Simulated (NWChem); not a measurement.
Atomisation of CNO

```xyz
3

O      0.0000     0.0000     1.1506
C      0.0000     0.0000    -0.0418
N      0.0000     0.0000    -1.2791
```
Charge 0, spin multiplicity 2.

Program: NWChem. All single points use one geometry, from UPBE/def2-SVP, a minimum by its harmonic frequencies.

Basis set: def2-TZVP. The atomisation energy is electronic alone: no zero-point, thermal, spin-orbit or counterpoise terms. No value is extrapolated to the basis-set limit. Free atoms are single determinants with multiplicities O 3, C 3, N 4. Correlated methods freeze the same cores in atoms and molecule, 3 orbitals in all.

```csv
method,atomisation energy (kcal/mol),relative cost,remark
HF,178.0,under 3,-
CCSD(T),303.1,20,large amplitudes
MP2,314.2,4,-
r2SCAN,324.6,under 3,-
B3LYP,322.5,1,-
BP86,347.3,under 3,-
PBE0,323.8,under 3,-
BHandHLYP,291.3,under 3,-
PBE,350.0,under 3,-
LDA (SVWN5),395.0,under 3,-
```

The values span 217.0 kcal/mol, from HF (lowest) to LDA (SVWN5) (highest). Relative cost: rough, from shared machines, SCF included, B3LYP = 1. Costs are the molecule's.

B3LYP has NWChem's definition, with VWN1-RPA local correlation. The structure started from a generated list of species. The unpaired electrons of the parent sit in orbitals of symmetry b1 (C2v labels of the run); other states weren't searched. No SCF solution was tested for a lower state. Open-shell Hartree-Fock references start from PBE0 orbitals; any time given for them includes that run. Coupled-cluster values serve here as a point of comparison, not as the truth.
